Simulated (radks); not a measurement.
The numbers below are computed, except where a source is named.
Task: The indium ion In+, configuration [Kr] 4d10 5s2. Code: a radial shooting solver on a logarithmic mesh with Libxc functionals. Model: Dirac Kohn-Sham, BLYP, spin-unpolarised, spherical densities, finite nucleus; Fermi nuclear charge, rms radius 4.6156 fm. Some entries of the table are withheld. Estimate them.

| orbital | occ. | eigenvalue (eV) | r(max) (bohr) |
|---|---|---|---|
| 1s1/2 | 2 | -27747.03 | 0.01922 |
| 2s1/2 | 2 | -4159.693 | 0.1087 |
| 2p1/2 | 2 | -3880.138 | 0.08382 |
| 2p3/2 | 4 | -3669.155 | 0.08826 |
| 3s1/2 | 2 | -795.0601 | 0.3157 |
| 3p1/2 | 2 | -682.2127 | (1) |
| 3p3/2 | 4 | -644.1133 | (2) |
| 3d3/2 | 4 | -444.3598 | (3) |
| 3d5/2 | 6 | -436.5525 | (4) |
| 4s1/2 | 2 | -126.8308 | 0.7697 |
| 4p1/2 | 2 | -89.9598 | 0.7989 |
| 4p3/2 | 4 | -83.2798 | 0.8237 |
| 4d3/2 | 4 | -26.4026 | 0.9249 |
| 4d5/2 | 6 | -25.5385 | 0.9351 |
| 5s1/2 | 2 | (5) | 2.112 |

Result: 
(1) 3p1/2 r(max) (bohr): 0.3020
(2) 3p3/2 r(max) (bohr): 0.3122
(3) 3d3/2 r(max) (bohr): 0.2564
(4) 3d5/2 r(max) (bohr): 0.2593
(5) 5s1/2 eigenvalue (eV): -14.9513
